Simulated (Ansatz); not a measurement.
System: C₆H₁₂Cl (charge 0, doublet). It need not be the lowest isomer of its formula. 
Coordinates optimised at B3LYP-D3(BJ)/def2-TZVP (Ansatz, a program for electronic structure):
SMILES: CCC[CH][C@H](C)Cl
```xyz
19

C     -3.7177    -0.6221    -0.1735
C     -2.3780    -0.9068     0.4973
C     -1.2072    -0.2156    -0.2048
C      0.1053    -0.4427     0.4486
C      1.3692    -0.2475    -0.2439
C      2.5818    -0.8735     0.4083
Cl     1.6917     1.6388    -0.3447
H     -3.7195    -0.9662    -1.2106
H     -3.9335     0.4489    -0.1810
H     -4.5364    -1.1241     0.3446
H     -2.1968    -1.9852     0.5209
H     -2.4108    -0.5780     1.5405
H     -1.4041     0.8678    -0.2410
H     -1.1592    -0.5306    -1.2538
H      0.1371    -0.5349     1.5298
H      1.2990    -0.4961    -1.3008
H      3.4928    -0.6147    -0.1286
H      2.6802    -0.5376     1.4408
H      2.4715    -1.9609     0.4069
```
Charge 0, spin multiplicity 2.

Dipole moments at this geometry, in debye (magnitudes).

```json
[
 {"level": "SVWN5/def2-TZVPD", "program": "Ansatz", "dipole (D)": "2.56"},
 {"level": "revPBE/def2-TZVPD", "program": "Ansatz", "dipole (D)": "2.56"},
 {"level": "r2SCAN/def2-TZVPD", "program": "Ansatz", "dipole (D)": "2.63"},
 {"level": "B97M-V/def2-TZVPD", "program": "Ansatz", "dipole (D)": "___"},
 {"level": "PBE0/def2-TZVPD", "program": "Ansatz", "dipole (D)": "2.60"},
 {"level": "BHLYP/def2-TZVPD", "program": "Ansatz", "dipole (D)": "2.67"},
 {"level": "r2SCANh/def2-TZVPD", "program": "Ansatz", "dipole (D)": "2.64"},
 {"level": "r2SCAN0/def2-TZVPD", "program": "Ansatz", "dipole (D)": "2.65"},
 {"level": "HSE06/def2-TZVPD", "program": "Ansatz", "dipole (D)": "2.60"},
 {"level": "CAM-B3LYP/def2-TZVPD", "program": "Ansatz", "dipole (D)": "2.61"},
 {"level": "LC-wPBE/def2-TZVPD", "program": "Ansatz", "dipole (D)": "2.59"},
 {"level": "wB97X-V/def2-TZVPD", "program": "Ansatz", "dipole (D)": "2.61"},
 {"level": "CCSD(T)/aug-cc-pV(D+d)Z", "program": "Ansatz", "dipole (D)": "___"}
]
```

Task: Fill in the missing entries.

Result: 
- B97M-V/def2-TZVPD, dipole (D): 2.63
- CCSD(T)/aug-cc-pV(D+d)Z, dipole (D): 2.46
